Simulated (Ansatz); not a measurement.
Two members of one family (Same ligands, another metal), computed with Ansatz in the gas phase; def2 core potentials for Re, Tc, no spin–orbit coupling. The two geometries come from different levels. Binding counts from free atoms in the multiplicity of their measured ground term, without zero-point energy. A dash marks a value that wasn't run or was left out as unsound. The structures are stationary points that may keep the symmetry of their start. Remarks come from the PBE and PBE0 runs and from stability tests at other levels; not every state was tested. HOMO above LUMO (over both spins in singlets and doublets, within one spin in higher multiplets; at PBE or PBE0), or a gap under 0.15 eV within one spin, warns that the state may not be the lowest or that an electron is smeared out.

First: ReO3F (singlet, charge 0, PBE0-D4/def2-SVP geometry).

```xyz
5

Re    0.0027    0.0114    0.0039
O    -0.9515    0.4349    1.3307
O     1.6246    0.1351    0.4576
O    -0.2873    1.1244   -1.2331
F    -0.3885   -1.7059   -0.5590
```

| level | HOMO (eV) | LUMO (eV) | gap (eV) | vertical IE (eV) | vertical triplet (eV) | binding per atom (eV) |
| --- | --- | --- | --- | --- | --- | --- |
| PBE-D4/def2-SVP | -8.50 | -3.84 | 4.66 | – | – | 5.29 |
| r2SCAN-D4/def2-TZVP | -8.96 | -3.94 | 5.02 | 12.28 | 4.46 | 4.94 |
| PBE0-D4/def2-TZVP | -10.22 | -3.25 | 6.97 | 12.46 | 4.31 | 4.67 |
| CAM-B3LYP-D4/def2-TZVP | -11.67 | -2.20 | 9.47 | – | – | 4.69 |
| ωB97M-V/def2-TZVP | -12.54 | -1.05 | 11.49 | – | – | 4.58 |

Metal–donor distances: 3 × O 1.69 Å, 1 × F 1.85 Å. Remarks: gap within one spin near zero at PBE or PBE0 (triplet).

Second: TcO3F (singlet, charge 0, r2SCAN-D4/def2-SVP geometry).

Cartesian coordinates in Å:
```
Tc -0.015 -0.003 -0.021
O 0.939 -0.069 -1.393
O -0.863 -1.438 0.126
O -1.099 1.261 -0.166
F 1.038 0.249 1.454
```

Task: Estimate the same table for the second.

Result: 
```json
{"level": "PBE-D4/def2-SVP", "HOMO (eV)": "-8.55", "LUMO (eV)": "-4.65", "gap (eV)": "3.91", "vertical IE (eV)": "–", "vertical triplet (eV)": "–", "binding per atom (eV)": "5.12"}
{"level": "r2SCAN-D4/def2-TZVP", "HOMO (eV)": "-9.06", "LUMO (eV)": "-4.85", "gap (eV)": "4.22", "vertical IE (eV)": "12.37", "vertical triplet (eV)": "3.63", "binding per atom (eV)": "4.63"}
{"level": "PBE0-D4/def2-TZVP", "HOMO (eV)": "-10.34", "LUMO (eV)": "-4.18", "gap (eV)": "6.15", "vertical IE (eV)": "12.51", "vertical triplet (eV)": "3.35", "binding per atom (eV)": "4.28"}
{"level": "CAM-B3LYP-D4/def2-TZVP", "HOMO (eV)": "-11.79", "LUMO (eV)": "-3.16", "gap (eV)": "8.64", "vertical IE (eV)": "–", "vertical triplet (eV)": "–", "binding per atom (eV)": "4.27"}
{"level": "ωB97M-V/def2-TZVP", "HOMO (eV)": "-12.66", "LUMO (eV)": "-2.01", "gap (eV)": "10.65", "vertical IE (eV)": "–", "vertical triplet (eV)": "–", "binding per atom (eV)": "4.15"}
```

Metal–donor distances: 3 × O 1.67 Å, 1 × F 1.83 Å. Remarks: restricted SCF unstable in HF, spin-contaminated (⟨S²⟩ up to 0.85) (+1 doublet), gap within one spin near zero at PBE or PBE0 (triplet).
